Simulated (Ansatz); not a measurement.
C6H12, singlet, geometry from GFN2-xTB; Ansatz (a first-principles code) with PBE/def2-SVP.

Here is a job for Ansatz.
Ansatz 0.2 input:
```yaml
crystal:
  periodic: [false, false, false]
  atoms:
    - {symbol: C, position_ang: [1.30751382, -0.41303416, -1.37784476]}
    - {symbol: C, position_ang: [0.66051458, -0.05477008, -0.06742186]}
    - {symbol: C, position_ang: [1.61975784, 0.16837004, 1.06986682]}
    - {symbol: C, position_ang: [-0.66004862, 0.05556634, 0.07122624]}
    - {symbol: C, position_ang: [-1.60923307, -0.10256583, -1.08558508]}
    - {symbol: C, position_ang: [-1.31819042, 0.34697049, 1.39232339]}
    - {symbol: H, position_ang: [1.46282820, 0.47875770, -1.98725591]}
    - {symbol: H, position_ang: [2.27826352, -0.87140631, -1.20280906]}
    - {symbol: H, position_ang: [0.69794530, -1.11060841, -1.94635764]}
    - {symbol: H, position_ang: [1.25233714, 0.92103821, 1.76219509]}
    - {symbol: H, position_ang: [2.58249341, 0.49891950, 0.68592090]}
    - {symbol: H, position_ang: [1.78061779, -0.75748533, 1.62467082]}
    - {symbol: H, position_ang: [-2.53417613, 0.43408406, -0.88662597]}
    - {symbol: H, position_ang: [-1.18224288, 0.28300516, -2.00775909]}
    - {symbol: H, position_ang: [-1.85795278, -1.15397556, -1.23879506]}
    - {symbol: H, position_ang: [-0.76456246, -0.08749305, 2.22031089]}
    - {symbol: H, position_ang: [-1.39096891, 1.42334592, 1.55667302]}
    - {symbol: H, position_ang: [-2.32646697, -0.06140274, 1.40444349]}
basis:
  gaussian:
    orbitals: def2-SVP
hamiltonian:
  xc: pbe
```

Q: What does Ansatz print? Leave out banner, timings and long lists.

A: 
```
Functional definition: PBE
1644 factors; their error is unknown
mean field evaluation 1: about -6386.3017 eV, gradient 8.1e1 eV
mean field evaluation 2: about -6367.0292 eV, gradient 1.1e2 eV
mean field evaluation 4: about -6403.7091 eV, gradient 6.6e0 eV
mean field evaluation 8: about -6403.7254 eV, gradient 4.4e-2 eV
mean field evaluation 16: about -6403.7254 eV, gradient 8.2e-5 eV
mean field -6403.72543536 eV, -235.3325691484 hartree, gradient 4.7e-5 eV, S^2 0.000000; 0 other end points of the search recorded, 0 dependent functions left out
reference -6403.72547160 eV, -235.3325704803 hartree; 24, 24 occupied and 120, 120 virtual orbitals, 1644 factors
Total energy: -6403.72547160 eV, -235.3325704803 hartree
```
